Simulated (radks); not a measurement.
Charge is removed step by step from the 1s down level of the thallium ion Tl75+, starting from 1s(up 1, down 1) 2s2 2p2. Calculated with a radial shooting solver on a logarithmic mesh with Libxc functionals: scalar-relativistic Kohn-Sham, PBE, spin-polarised, spherical densities, finite nucleus; open shells are filled with parallel spins first (spin-orbit coupling, left out, can overturn this in heavy ions); Fermi nuclear charge, rms radius 5.4759 fm.

removed (e)  E - E(0) (eV)  eigenvalue (eV)  E minus straight line (eV)
0                    0.000           -94430                       0.000
0.1                 9445.3           -94559                     -53.131
0.2                18903.3           -94685                     -93.473
0.3                  28374           -94810                    -121.223
0.4                  37857           -94931                    -136.620
0.5                  47352           -95049                    -139.965
0.6                  56859           -95163                    -131.652
0.7                  66377           -95269                    -112.230
0.8                  75905           -95362                     -82.540
0.9                  85442           -95428                     -44.150
1                    94984           -95467                       0.000

Removing the whole electron costs 94984 eV by Delta-SCF, against 94430 eV from minus the eigenvalue at the starting occupation. Slater's transition state (half an electron removed) gives 95049 eV. Integrating minus the eigenvalue over the occupation (Janak's theorem) gives 95021 eV. In this scalar-relativistic scheme the density is built from large components alone, so the theorem holds only approximately. The mean slope of the eigenvalue, de/dn, is 1040 eV per electron.
